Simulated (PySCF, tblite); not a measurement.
Isomers of C2H12N2Si2, one GFN2-xTB conformer each. Single-point energies are computed at PBE0/pcSseg-1 (PySCF, gas phase, no added dispersion term), electronic only.

| SMILES | GFN2-xTB relative energy (kJ/mol) |
| --- | --- |
| NCCN([SiH3])[SiH3] | 0.0 |
| CN([SiH3])C[SiH2]N | 17.2 |
| CCN[SiH2][SiH2]N | 34.1 |

Conformers: `[NH2:1][CH2:2][CH2:3][N:4]([SiH3:5])[SiH3:6]` with H–N1–C2–C3 -61° and 180°, N1–C2–C3–N4 -176°, C2–C3–N4–Si5 -79°; `[CH3:1][N:2]([SiH3:3])[CH2:4][SiH2:5][NH2:6]` with C1–N2–C4–Si5 174°, N2–C4–Si5–N6 178°, C4–Si5–N6–H 46° and -176°; `[CH3:1][CH2:2][NH:3][SiH2:4][SiH2:5][NH2:6]` with C1–C2–N3–Si4 145°, C2–N3–Si4–Si5 -52°, N3–Si4–Si5–N6 -152°, Si4–Si5–N6–H 47° and -175°.

Task: What does PBE0/pcSseg-1 give for the same structures?

Result: 
```tsv
SMILES	PBE0/pcSseg-1 E (Eh)	PBE0/pcSseg-1 (kJ/mol)	GFN2-xTB (kJ/mol)	point group
CCN[SiH2][SiH2]N	-771.43217	0.0	34.1	C1
CN([SiH3])C[SiH2]N	-771.41555	43.7	17.2	C1
NCCN([SiH3])[SiH3]	-771.41040	57.2	0.0	–
```

GFN2-xTB puts NCCN([SiH3])[SiH3] lowest instead; measured from each level's own lowest isomer, the values differ by up to 57.2 kJ/mol (NCCN([SiH3])[SiH3]: 0.0 against 57.2). As drawn, the lowest has an Si–Si bond, which the highest lacks.

Task: Which frontier levels, dipoles and rotational constants go with these structures?

Result: 
```csv
SMILES,"HOMO (eV, PBE0/pcSseg-1)",LUMO (eV),dipole (D),"A, B, C (MHz)"
CCN[SiH2][SiH2]N,-6.52,-0.34,0.91,"4163, 1037, 889.7"
CN([SiH3])C[SiH2]N,-6.29,0.30,1.69,"4005, 1189, 958.5"
NCCN([SiH3])[SiH3],-6.78,0.30,1.45,"2775, 1423, 1033"
```

Task: What happens when harmonic zero-point energies from GFN2-xTB frequencies are added?

Result: 
| SMILES | ZPE (kJ/mol) | electronic (kJ/mol) | with ZPE (kJ/mol) |
| --- | --- | --- | --- |
| CCN[SiH2][SiH2]N | 365.5 | 0.0 | 0.0 |
| CN([SiH3])C[SiH2]N | 358.0 | 43.7 | 36.1 |
| NCCN([SiH3])[SiH3] | 356.6 | 57.2 | 48.3 |

The zero-point energies span 8.9 kJ/mol. The order is unchanged.
